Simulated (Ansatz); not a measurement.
The same path of FH + H4O2Sn (9 atoms, charge 0, multiplicity 1) was run 3 times with different band settings. Lost on the way: Sn1–H2, F8–H9. Made: Sn1–F8, H2–H9.

Theory: Ansatz, RHF/def2-SVP.

Relaxed end points:

```xyz
9
Properties=species:S:1:pos:R:3
Sn -0.363 -0.543 0.183
H -0.570 -0.780 1.846
O 1.557 -0.039 -0.028
H 2.013 -0.264 -0.825
O -1.345 1.002 -0.489
H -1.031 1.838 -0.170
H -0.700 -1.840 -0.856
F 1.062 2.284 0.918
H 1.503 1.558 0.560
```

```xyz
9
Properties=species:S:1:pos:R:3
Sn 0.010 -0.021 -0.611
H 0.437 0.065 4.073
O 1.645 -0.393 -1.578
H 2.110 0.319 -1.992
O -1.108 1.196 -1.630
H -1.221 2.076 -1.302
H -0.738 -1.446 -0.131
F 0.496 1.041 0.913
H 0.497 0.379 3.397
```

Common settings: movable images 7; climbing image yes; optimiser quadratic models (default); start path through a guess of the saddle point; iteration limit 60; end points relaxed.

| run | spring | force threshold |
| --- | --- | --- |
| 1 | 5.0 eV/Å² | 0.05 eV/Å |
| 2 | 2.0 to 10.0 eV/Å², energy-weighted | 0.05 eV/Å |
| 3 | 5.0 eV/Å² | 0.2 eV/Å |

Problem. What does each run give, and how far can it be trusted?

Solution. Run 1: converged after 25 iterations, highest image 2.437 eV above the first end. Neighbouring images differ by up to 1.8 eV, so the band resolves the path poorly. A vibrational analysis at the climbing image gives one clearly imaginary mode, 1674i cm⁻¹: a first-order saddle point.
Run 2: converged after 20 iterations, highest image 2.437 eV above the first end. Another band between the same ends (7 images) ends at a top of the same energy, where a vibrational analysis finds 1 clearly imaginary mode.
Run 3: converged after 20 iterations, highest image 2.449 eV above the first end. The threshold of 0.2 eV/Å is loose, so the images may lie well off the minimum-energy path. Neighbouring images differ by up to 1.9 eV, so the band resolves the path poorly. The order of the stationary point at the top wasn't checked.
The orbitals stay closed-shell, which can raise the energy where a bond breaks towards radicals; this wasn't checked here.
